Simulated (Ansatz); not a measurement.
# Bi(CN)3 in a box, plane waves

Ansatz 0.2.0, DFT PBE, spin-orbit coupling, plane waves, PAW, molecule in a box. The geometry was relaxed with Gaussian bases (r2SCAN; Bi def2-SVP with ECP60, C def2-SVP, N def2-SVP).

```yaml
crystal:
  lattice:
    - [13.35, 0.0, 0.0]
    - [0.0, 14.02, 0.0]
    - [0.0, 0.0, 10.76]
  atoms:
    - { symbol: Bi, position: [0.44571161, 0.50013481, 0.58209944] }
    - { symbol: C, position: [0.5851603, 0.50013481, 0.46742472] }
    - { symbol: "N", position: [0.66297678, 0.50013481, 0.41821561] }
    - { symbol: C, position: [0.37598727, 0.61512981, 0.46742472] }
    - { symbol: "N", position: [0.3370794, 0.67930029, 0.41821561] }
    - { symbol: C, position: [0.37598652, 0.38514051, 0.46742472] }
    - { symbol: "N", position: [0.33707865, 0.32097004, 0.41821561] }
basis:
  ecutwfc: 420
  ecutrho_ratio: 4
kpoints:
  mp_grid: { grid: [1, 1, 1] }
hamiltonian:
  xc: pbe
scf:
  occupations: { method: gaussian, width: 0.01 }
output:
  forces: true
  eigenvalues: true
  populations: true
  write_density: true
  write_potential: true
  elf: true
  volumetric_format: npy
magnetization:
  noncollinear: true
  spin_orbit: true
```

Command:
```sh
ansatz run input.yaml --threads 2 --pin off --max-ram 5120MiB --backend cpu --events-out ev --progress --plain --runs-dir out
```
It took 35 s on 2 threads of Arm Neoverse V1 (shared host), peak memory 2.5 GiB.

How does the SCF go?


```
SCF iter   1: F=—  HF=-14345.253438 eV  |F-HF|=—  |Δ(HF+E_count)|=         —  Δρ=2.97e-2
preconditioner: auto → Resta (q_TF=auto, 1.431 Å⁻¹)  ε∞=1.2  [insulator: Δε(μ)=4.972 eV  Ē_g=9.194 eV  σ=0.010 eV  W_gap=1.00  n_s
spin=Noncollinear: Resta preconditioning applied to the charge; magnetization (m_x, m_y, m_z) channels mix plain (no charge-respon
SCF iter   2: F=—  HF=-14338.402089 eV  |F-HF|=—  |Δ(HF+E_count)|=    6.85e0  Δρ=1.64e-2
SCF iter   3: F=—  HF=-14337.430469 eV  |F-HF|=—  |Δ(HF+E_count)|=   9.72e-1  Δρ=7.80e-3
...
SCF iter   6: F=—  HF=-14337.201555 eV  |F-HF|=—  |Δ(HF+E_count)|=   1.65e-3  Δρ=2.03e-4
SCF iter   7: F=—  HF=-14337.201552 eV  |F-HF|=—  |Δ(HF+E_count)|=   3.67e-6  Δρ=1.52e-4
SCF iter   8: F=—  HF=-14337.201452 eV  |F-HF|=—  |Δ(HF+E_count)|=   9.94e-5  Δρ=3.18e-5
SCF iter   9: F=—  HF=-14337.201548 eV  |F-HF|=—  |Δ(HF+E_count)|=   9.56e-5  Δρ=7.74e-6
SCF iter  10: F=-14337.201548 eV  HF=-14337.201548 eV  |F-HF|=1.60e-8  |Δ(HF+E_count)|=   8.91e-8  Δρ=2.34e-6
```

Which levels lie next to the highest filled one (eV, counted from it)?

Filled: -0.62, -0.62, -0.43, -0.43, -0.26, -0.26, -0.18, -0.18, 0.00, 0.00. Empty: 4.44, 4.44, 5.25, 5.25, 5.77, 5.77, 6.82, 6.82.

What forces are left at this geometry, relaxed with Gaussian bases (eV/Å)?


```
Bi  -0.01  0.00 -0.09
C    0.00  0.00  0.01
N   -0.05  0.00  0.02
C    0.00  0.00  0.01
N    0.02 -0.04  0.02
C    0.00  0.00  0.01
N    0.02  0.04  0.02
```

The forces come from the other functional as well as from the basis.

No frequency check is given that shows the relaxed geometry to be a minimum.
